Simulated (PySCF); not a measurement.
BiF₂, SMILES [F][Bi][F], multiplicity 2. Coordinates come from a B3LYP-D3(BJ)/def2-TZVP optimisation. The multiplicity is an assumed one; other spin states were not compared. The isomer is the one that the SMILES or the coordinates give; other isomers of the formula were not compared. The def2 effective core potentials stand for the cores of Bi; spin–orbit coupling is left out.

Give the equilibrium geometry at B3LYP-D3(BJ)/def2-TZVP (PySCF confirms it by a frequency run) as Cartesian coordinates in Å, and its point group. (Estimate from the structure and the level; the computed values follow.)

point group C2v.
```xyz
3

Bi     0.0000     0.0000     0.2408
F      0.0000    -1.5066    -1.1103
F      0.0000     1.5066    -1.1103
```
Charge 0, spin multiplicity 2.
